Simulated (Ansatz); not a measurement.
Calculated with Ansatz (gas phase, PBE0-D4/def2-TZVP geometries, no zero-point term in ΔE). CBS: MP2 limit from def2 TZ/QZ plus the TZ coupled-cluster correction, frozen cores. Double bonds are as drawn, so ΔE can hold a change between cis and trans. Functionals use def2-TZVPP. One conformer a species, not always the lowest.

`CC(=N)[SiH3]` + `C/C=C/N` → `C/C([SiH3])=C\N` + `CC=N`  (formal exchange of groups at the Si–C bond)

```
         level  ΔE (eV)
          PBE0    -0.25
 HF/def2-QZVPP    -0.23
  HF/CBS(def2)    -0.23
CCSD/CBS(def2)    -0.24
```

(1) What does CCSD(T)/CBS give? (An estimate is asked.)

Largest T1 diagnostic among the species: 0.012.

## Answers

(1) Ansatz gave: -0.25 eV. The listed levels differ from it by 0.00, 0.02, 0.02, 0.01 eV.

The D4 term adds −0.04 eV with B3LYP and −0.02 eV with PBE0; it sums over pairs of atoms, weighted by their polarisabilities, and B3LYP, whose exchange is more repulsive, gets the larger term.

B3LYP here is the variant with VWN-RPA as its local correlation; programs differ in this.
